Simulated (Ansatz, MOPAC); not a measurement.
Species: SnH, net charge 0, doublet state. SMILES: [SnH]
Geometry from a B3LYP-D3(BJ)/def2-TZVP (Ansatz, an electronic-structure program) optimisation:
```
Sn
H 1 1.7863
```
Charge 0, spin multiplicity 2.

Wanted: vertical electron affinity to the triplet, in eV. Conventions: def2 sets with scalar-relativistic core potentials past Kr; no spin-orbit coupling; each state is the SCF solution reached for its charge and spin; LANL2DZ with its own core potentials from Na on; UHF or UKS for open shells; six Cartesian d functions in 6-31G* and its kin unless marked 5d. Ab initio and DFT rows: single points at B3LYP-D3(BJ) geometries (Ansatz). Semi-empirical rows: differences of heats of formation at the shared geometry for vertical values.

```
species             coefficient  E at B3LYP/6-31G* with LANL2DZ past Ar (Ansatz), Eh  E at B3LYP/def2-TZVPD (Ansatz), Eh  heat of formation at MNDO (MOPAC), kcal/mol
------------------  -----------  ---------------------------------------------------  ----------------------------------  -------------------------------------------
charge -1, triplet           -1                                             -3.95529                          -214.97466                                        32.98
charge 0, doublet            +1                                             -3.91877                          -214.93072                                        56.75
```

 1 Eh = 27.2114 eV and 1 eV = 23.0605 kcal/mol.

Work the quantity out at each level.


- B3LYP/6-31G* with LANL2DZ past Ar: the sum of coefficient times E is 0.03652 Eh, or 0.994 eV. Result: 0.99 eV.
- B3LYP/def2-TZVPD: the sum of coefficient times E is 0.04394 Eh, or 1.196 eV. Result: 1.20 eV.
- MNDO: the sum of coefficient times heat of formation is 23.77 kcal/mol, or 1.03 eV.
